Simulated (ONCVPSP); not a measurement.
# Before and after: ONCV potential for manganese

```json
{
 "Element": "manganese",
 "Generator": "ONCVPSP 4.0.1",
 "Type": "optimised norm-conserving Vanderbilt (ONCV)",
 "Functional": "PW91",
 "Relativity": "scalar-relativistic",
 "Frozen core": "[Ne]",
 "Valence charge": "15",
 "Reference configuration": "3s2 3p6 3d5 4s2",
 "Partial waves": "3s+4s: rc 1.60 bohr, ncon 5, nbas 9, qcut 6.5 1/bohr, 2 projectors; 3p: rc 1.20 bohr, ncon 4, nbas 7, qcut 13.7 1/bohr, 2 projectors, debl 2 Ha; 3d: rc 1.45 bohr, ncon 4, nbas 9, qcut 11.4 1/bohr, 2 projectors, debl 0.8 Ha",
 "Local potential": "polynomial inside 1.05 bohr (lpopt 5, dvloc0 -1 Ha)",
 "Core correction": "Teter function, fcfact 3.5, rcfact 1.25"
}
```

In the p channel the program set the typed energies aside and used -2.008, 0.250 Ha.

Change: p: rc 0.84; local potential polynomial inside 0.84 bohr (lpopt 5, dvloc0 -1 Ha).

Cutoffs: the cutoffs (Ha) at which the residual kinetic energy of the hardest occupied pseudo-wave falls to 1 and 0.1 mHa per electron; they do not see the model core or the augmentation charge, which bear on the density cutoff. Errors are all-electron minus pseudo energies relative to the spin-unpolarised reference configuration.

Problem. What does the change do?

Solution. The potential gets harder (48 Ha and 54 Ha → 65 Ha and 80 Ha); the errors of the 4 common tests hardly move; neither file shows a bound ghost. A smaller radius makes the pseudo-wave follow the all-electron one further in, where it bends more sharply, so more plane waves are needed.

```tsv
quantity	base	changed
cutoff, loose	48 Ha	65 Ha
cutoff, tight	54 Ha	80 Ha
loose cutoff by channel	s 11 Ha, p 29 Ha, d 48 Ha	s 11 Ha, p 65 Ha, d 48 Ha
bound ghosts	none	none
GHOST(+) flags under 300 eV	none	none
error for 3s2 3p6 3d5 4s1, meV [ΔE 8.48 eV]	-0.3	-0.2
error for 3s2 3p6 3d5 4s0, meV [ΔE 24.12 eV]	-0.1	-0.1
error for 3s2 3p6 3d4 4s0, meV [ΔE 56.74 eV]	+8.0	+7.2
error for 3s2 3p6 3d4 4s2 4p1, meV [ΔE 7.84 eV]	+28	+28
s: phases at 1.63 bohr within 0.05 rad from the reference energy up to (Ha; the scan ends near 5)	to the end of the scan	to the end of the scan
d: phases at 1.47 bohr within 0.05 rad from the reference energy up to (Ha; the scan ends near 5)	to the end of the scan	to the end of the scan
rms error of d²Exc/dni dnj with the model core, mHa	1.12	1.18
```
